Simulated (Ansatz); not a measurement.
Input file for Ansatz (an electronic-structure program): R-r2SCAN/def2-TZVPP on CH3F2In (SMILES [CH3][In]([F])[F]), a point of a torsion scan. Elements past Kr take the def2 small-core potentials; no spin–orbit coupling.

Ansatz 0.2 input:
```yaml
crystal:
  periodic: [false, false, false]
  atoms:
    - {symbol: C, position_ang: [-1.13876031, -0.09613250, -0.00182850]}
    - {symbol: In, position_ang: [1.07697939, 0.00633915, -0.13063858]}
    - {symbol: F, position_ang: [2.24192321, 0.63520413, 1.33000956]}
    - {symbol: F, position_ang: [2.16743480, -0.50647219, -1.69104383]}
    - {symbol: H, position_ang: [-1.39710729, 0.25856133, 0.98775416]}
    - {symbol: H, position_ang: [-1.41397730, -1.13231948, -0.15616880]}
    - {symbol: H, position_ang: [-1.52800795, 0.54174777, -0.78594716]}
basis:
  gaussian:
    orbitals: def2-TZVPP
hamiltonian:
  xc: {name: r2SCAN}
scf: {lower_state_search: off}
```

It printed:

```
WARN ansatz: RAYON_NUM_THREADS=1 ignored (pool sized by the plan → 1); use --threads N
Functional definition: r2SCAN
these checks for a lower state are left out or cut short: stability, starts, cluster_reference, orbital_swaps, neighbouring_geometries, increment
integrals: 0.09 GiB planned
1057 factors; their error is unknown
mean field: 0.64 GiB planned
mean field evaluation 1: about -11683.5558 eV, gradient 8.4e1 eV
mean field evaluation 2: about -11641.4245 eV, gradient 1.7e2 eV
mean field evaluation 4: about -11696.6709 eV, gradient 1.6e1 eV
mean field evaluation 8: about -11697.2653 eV, gradient 3.4e-1 eV
mean field evaluation 16: about -11697.2515 eV, gradient 8.7e-4 eV
mean field -11697.25152962 eV, -429.8660650317 hartree, gradient 6.0e-6 eV, S^2 0.000000; 0 other end points of the search recorded, 0 dependent functions left out
reference -11697.25155323 eV, -429.8660658994 hartree; 24, 24 occupied and 161, 161 virtual orbitals, 1057 factors
Total energy: -11697.25155323 eV, -429.8660658994 hartree
Checks for a lower state left out: stability, starts, cluster_reference, orbital_swaps, neighbouring_geometries, increment
```

Self-consistency was reached.

Cost: about 6 core-seconds (a rough figure).
